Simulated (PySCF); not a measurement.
## Continuum solvent and chemical shifts

Mapped SMILES: `[CH2:1]=[CH:2][O:3][C:4](=[CH2:5])[S:6](=[O:7])(=[O:8])[OH:9]` (H(Xn): hydrogen on atom n). Ha(C1), Ha(C5) are cis to O3; Hb(C1), Hb(C5) are trans to O3.

GIAO PBE0/pcSseg-1 in PySCF on one PBE0-D3(BJ)/def2-SVP conformer, non-relativistic, equivalent nuclei averaged. Solvents enter as an IEF-PCM continuum (tetrahydrofuran with ε = 7.4, dimethylsulfoxide with ε = 46.8) around the gas-phase geometry. Shifts are referred to TMS, CS2 computed in the same medium.

In tetrahydrofuran, δ in ppm: C4 165.1, C2 158.7, C5 121.3, C1 100.6, S6 315.1, H(C2) 6.72, Hb(C5) 6.35, Ha(C5) 6.28, H(O9) 5.52, Ha(C1) 4.88, Hb(C1) 4.78. Dipole moment 4.08 D.

Q: How does each δ change in the more polar medium?

A: 
```json
{"atoms": "C4", "environment": "alkene carbon bearing oxygen", "Δδ, dimethylsulfoxide": "-0.1"}
{"atoms": "C2", "environment": "alkene carbon bearing oxygen", "Δδ, dimethylsulfoxide": "+0.6"}
{"atoms": "C5", "environment": "β carbon of an enol-ether or enamine type C=C", "Δδ, dimethylsulfoxide": "+1.0"}
{"atoms": "C1", "environment": "β carbon of an enol-ether or enamine type C=C", "Δδ, dimethylsulfoxide": "-0.1"}
{"atoms": "S6", "environment": "sulfonyl sulfur", "Δδ, dimethylsulfoxide": "+0.9"}
{"atoms": "H(C2)", "environment": "hydrogen on an alkene carbon bearing oxygen", "Δδ, dimethylsulfoxide": "+0.05"}
{"atoms": "Hb(C5)", "environment": "hydrogen on a β carbon of an enol-ether or enamine type C=C", "Δδ, dimethylsulfoxide": "+0.06"}
{"atoms": "Ha(C5)", "environment": "hydrogen on a β carbon of an enol-ether or enamine type C=C", "Δδ, dimethylsulfoxide": "+0.09"}
{"atoms": "H(O9)", "environment": "hydrogen on an oxygen bonded to S", "Δδ, dimethylsulfoxide": "+0.22"}
{"atoms": "Ha(C1)", "environment": "hydrogen on a β carbon of an enol-ether or enamine type C=C", "Δδ, dimethylsulfoxide": "-0.02"}
{"atoms": "Hb(C1)", "environment": "hydrogen on a β carbon of an enol-ether or enamine type C=C", "Δδ, dimethylsulfoxide": "+0.03"}
```

Changes are relative to tetrahydrofuran. The dipole moment becomes 4.27 D in dimethylsulfoxide.

Q: Which nuclei move most (in ppm), and what does the model miss?

A: C5 (β carbon of an enol-ether or enamine type C=C, +1.0 ppm) and S6 (sulfonyl sulfur, +0.9 ppm) in dimethylsulfoxide. A continuum only polarises the solute; specific hydrogen bonds, the anisotropy of aromatic solvents and changes of geometry or conformer are outside it.
